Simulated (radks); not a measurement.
Q: Species: Ti+. Configuration: [Ar] 3d2 4s1 (the NIST ground configuration). Calculated with a radial shooting solver on a logarithmic mesh with Libxc functionals: scalar-relativistic Kohn-Sham, PBE, spin-polarised, spherical densities, finite nucleus; open shells are filled with parallel spins first; Fermi nuclear charge, rms radius 3.5921 fm. Some entries of the table are withheld. Estimate them.

| orbital | occ. | eigenvalue (eV) | <1/r> (bohr^-1) |
|---|---|---|---|
| 1s up | 1 | -4876.013 | 21.80 |
| 1s down | 1 | -4875.989 | 21.80 |
| 2s up | 1 | -544.2283 | 4.546 |
| 2s down | 1 | -543.6472 | 4.549 |
| 2p up | 3 | -451.5015 | 4.448 |
| 2p down | 3 | -451.0468 | 4.452 |
| 3s up | 1 | -70.6172 | 1.395 |
| 3s down | 1 | -68.7034 | 1.396 |
| 3p up | 3 | -46.8602 | 1.262 |
| 3p down | 3 | -44.9291 | 1.263 |
| 3d up | 2 | (1) | 0.8936 |
| 4s up | 1 | -10.9401 | 0.4163 |
| 3d down | 0 | (2) | 0.8986 |

A: 
(1) 3d up eigenvalue (eV): -12.1072
(2) 3d down eigenvalue (eV): -10.0992
